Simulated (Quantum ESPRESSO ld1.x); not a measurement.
Problem. Radial electron density D(r) = 4 pi r^2 rho(r) of an atom or ion with 61 electrons. Method: scalar-relativistic Kohn-Sham, PW91, spin-unpolarised, spherical densities, point nucleus; computed with ld1.x of Quantum ESPRESSO 7.5.

r (bohr)  D(r) (e/bohr)
0.001499          7.015
0.002031          11.29
0.002753          17.73
0.003731          26.99
0.005097          39.72
0.006908          54.56
0.009362          69.39
0.01279           80.11
0.01733           81.94
0.02349           76.18
0.03184           72.78
0.04349           84.35
0.05895           104.3
0.07989           106.3
0.1091            86.19
0.1479            84.29
0.2005            95.46
0.2717            68.70
0.3712            38.52
0.503             44.51
0.6817            37.00
0.9313            17.88
1.262             10.84
1.711             6.582
2.318             2.429
3.167            0.7168
4.292            0.3045
5.817           0.08922
7.948           0.01036
10.77         0.0002833

What is the nuclear charge?

Solution. Z = 62. The innermost maximum, from 1s, lies near gamma/Z bohr with gamma = sqrt(1 - (Z/c)^2) = 0.892, here 0.0144 bohr (found: 0.0157), and its height grows with Z. The density is that of the samarium ion Sm+ in [Xe] 4f6 6s1; the configuration itself is not fixed sharply by these data, and Z only to a few units. D(r) has 4 maxima, at r = 0.0157, 0.0703, 0.196, 0.541 bohr, and minima at 0.0303, 0.129, 0.389 bohr, inside which lie 1.95, 11.15, 29.18 electrons.
